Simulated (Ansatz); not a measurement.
Cost and result for the atomization energy of ClH₃S₃Sn, SMILES `[SH][Sn]([SH])([SH])[Cl]` (8 atoms, 7 bonds).

The species carries charge 0 and has multiplicity 1. Correlated methods include outer-core shells of Sn, which these sets cover unevenly. Sn takes the def2 core potential. The geometry is a stationary point of PBE0-D4/def2-TZVP. It is one conformer, not always the lowest. Program: Ansatz. All runs use 4 threads of an Intel Xeon on a shared host. Times are those of one run each, without the atoms' runs, and a repeat can differ threefold. Electronic energies, without spin–orbit coupling; frozen cores. CCSD(T)/CBS adds CCSD(T) − MP2 in def2-TZVPP to the MP2 limit, and its time is that of the two runs behind it. T1 = 0.012. With those shells the extrapolation isn't a true limit. HSE06 is the plane-wave form, built on full-range PBE exchange.

CCSD(T)/CBS is a level of theory with its own doubt, some kJ/mol a heavy atom from the limit and from the frozen cores, so smaller differences don't rank the functionals.

| level | functions | wall time | atomization (kcal/mol) | difference from CCSD(T)/CBS | per bond |
| --- | --- | --- | --- | --- | --- |
| revPBE-D4/def2-TZVPP | 260 | 7 s | 524.3 | -11.7 | -1.7 |
| BLYP-D4/def2-TZVPP | 260 | 7.5 s | 521.3 | -14.7 | -2.1 |
| PBE-D4/def2-TZVPP (with forces) | 260 | 8 s | 539.8 | 3.8 | 0.5 |
| CCSD(T)/def2-SVP | 113 | 13 s | 472.0 | -64.0 | -9.1 |
| HSE06-D4/def2-TZVPP | 260 | 13 s | 530.2 | -5.8 | -0.8 |
| B2PLYP/def2-TZVPP | 260 | 17 s | 513.7 | -22.3 | -3.2 |
| PBE-QIDH/def2-TZVPP | 260 | 18 s | 524.3 | -11.7 | -1.7 |
| B97M-V/def2-TZVPP | 260 | 20 s | 545.9 | 9.9 | 1.4 |
| ωB97X-V/def2-TZVPP | 260 | 21 s | 537.3 | 1.3 | 0.2 |
| ωB97M-V/def2-TZVPP (with forces) | 260 | 30 s | 534.9 | -1.1 | -0.2 |
| MP2/def2-QZVPP | 452 | 43 s | 534.3 | -1.7 | -0.2 |
| CCSD(T)/def2-TZVPP | 260 | 5.5 min | 510.9 | -25.1 | -3.6 |
| CCSD(T)/CBS(def2) | – | 6.2 min | 536.0 | 0.0 | 0.0 |

From r2SCAN to r2SCAN0 (25 % exact exchange), in def2-TZVPP and without D4, the atomization energy moves by −12.1 kcal/mol: exact exchange takes away binding that semilocal exchange gives to molecules. In def2-TZVPP, CCSD(T) changes the Hartree–Fock value by +157.0 kcal/mol (the triples alone add +13.9 kcal/mol) and MP2 by +165.6 kcal/mol; breaking electron pairs costs correlation energy, which Hartree–Fock lacks. The D4 term adds +12.6 kcal/mol with B3LYP and +6.8 kcal/mol with PBE0; it sums over pairs of atoms, weighted by their polarisabilities, and B3LYP, whose exchange is more repulsive, gets the larger term.

B3LYP here is the variant with VWN-RPA as its local correlation; programs differ in this.

Spin–orbit coupling would lower the free Sn atoms strongly, and the atomization energy with them, by more than many differences here. For some Ge, Se and Sn compounds the MP2-based and the directly extrapolated limit differ by 10 to 25 kJ/mol.
